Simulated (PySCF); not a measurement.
Compound: C6H11O2 (doublet state).
Geometry (GFN2-xTB, Å), atoms numbered from 1 in this order:
```
atom  x, y, z in Å
C1    -3.359    0.324   -0.064
C2    -2.092   -0.499    0.124
C3    -0.840    0.357   -0.024
O4     0.293   -0.472    0.141
C5     1.508    0.182   -0.059
C6     2.654   -0.720    0.130
C7     3.976   -0.267   -0.093
O8     4.276    0.868   -0.452
H9    -4.237   -0.307    0.037
H10   -3.376    0.781   -1.051
H11   -3.416    1.115    0.681
H12   -2.084   -0.959    1.113
H13   -2.051   -1.300   -0.616
H14   -0.833    1.159    0.731
H15   -0.819    0.829   -1.019
H16    1.560    0.628   -1.072
H17    1.613    1.046    0.628
H18    2.456   -1.732    0.440
H19    4.763   -1.022    0.080
```

The hyperfine couplings belong to this conformer and change with its torsions.

Identity: `CCCOC[CH]C=O` [radical].

Computed with PySCF 2.14.0, UKS B3LYP, pcH-1 on C H O, non-relativistic, mean-field spin-orbit, GIAO. Isolated species at its GFN2-xTB geometry (one conformer only). A GFN2-xTB geometry isn't a minimum of the functional, and hyperfine couplings can be far from their values at a DFT geometry. The SCF solution wasn't tested for stability.

(1) Where do the isotropic ENDOR lines of H16/H17, H18 and H19 fall at 345.0 mT, to first order?

(2) Which pairs are centred on the nuclear Larmor frequency, and which on half the coupling?

(3) At what field would the lower line of H18 fall to zero frequency?

Results:

(1) For S = 1/2 in fast tumbling each set of equivalent nuclei gives two lines, ν± = |νn ± a/2| to first order, with νn = g_N μN B/h and μN/h = 7.62259 MHz/T.

| nuclei | isotope | g_N | νn (MHz) | a_iso (MHz) | lower line (MHz) | upper line (MHz) |
| --- | --- | --- | --- | --- | --- | --- |
| H16/H17 | 1H | 5.5857 | 14.69 | 108.36 | 39.49 | 68.87 |
| H18 | 1H | 5.5857 | 14.69 | -50.11 | 10.37 | 39.74 |
| H19 | 1H | 5.5857 | 14.69 | -1.90 | 13.74 | 15.64 |

(2) Centred on νn, since |a| < 2νn: H19. Centred on |a|/2 and split by 2νn: H16/H17 and H18.

(3) Where νn = |a|/2, that is B = 25.06 MHz/(5.5857 × 7.62259 MHz/T) = 588 mT, as far as first order holds there.

Class means assume fast exchange of nuclei equivalent by connectivity; if that motion is slow, each nucleus keeps its own coupling.

The Mulliken spin populations are largest on C6 (+0.79), O8 (+0.32), C7 (-0.10) and C5 (-0.07). The angles at C6 add up to 360.0°, so it is planar; its axial dipolar tensor and the negative coupling of its proton fit spin in a p orbital normal to that plane.
